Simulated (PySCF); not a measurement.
AlH7OSi2, SMILES [OH][Al]([SiH3])[SiH3].

Geometry: r2SCAN-D4/def2-SVP. A frequency run showed that this geometry is not a minimum. The structure was generated by enumeration; whether it is a known compound was not checked. The values are those of a single conformer.

Computed with TDA-B3LYP/def2-SVPD run with PySCF.

Vertical excitations. 

Computed excitation energies, oscillator strengths and character:
| state | energy (eV) | λ (nm) | f | main pairs |
|---|---|---|---|---|
| S1 | 3.85 | 322 | 0.000 | HOMO→LUMO 99 % |
| S2 | 5.27 | 235 | 0.010 | HOMO→LUMO+1 84 %, HOMO→LUMO+2 15 % |
| S3 | 5.75 | 216 | 0.397 | HOMO→LUMO+2 79 %, HOMO→LUMO+1 14 % |
| S4 | 6.21 | 200 | 0.000 | HOMO−2→LUMO 84 % |
| S5 | 6.38 | 194 | 0.015 | HOMO−1→LUMO 83 % |
| S6 | 6.53 | 190 | 0.099 | HOMO→LUMO+3 66 %, HOMO−4→LUMO 31 % |
| S7 | 6.56 | 189 | 0.005 | HOMO−3→LUMO 76 %, HOMO→LUMO+4 17 % |
| S8 | 6.58 | 188 | 0.000 | HOMO−6→LUMO 69 %, HOMO−2→LUMO 15 %, HOMO−7→LUMO 13 % |
| S9 | 6.68 | 186 | 0.006 | HOMO−5→LUMO 71 %, HOMO→LUMO+6 25 % |
| S10 | 6.74 | 184 | 0.028 | HOMO→LUMO+4 58 %, HOMO−3→LUMO 17 %, HOMO−7→LUMO 13 % |
| T1 | 3.32 | 374 | 0 | HOMO→LUMO 99 % |
| T2 | 4.81 | 258 | 0 | HOMO→LUMO+2 50 %, HOMO→LUMO+1 45 % |
| T3 | 4.92 | 252 | 0 | HOMO→LUMO+1 49 %, HOMO→LUMO+2 45 % |
| T4 | 5.24 | 236 | 0 | HOMO−1→LUMO 82 % |
Triplets are in the Tamm–Dancoff approximation.
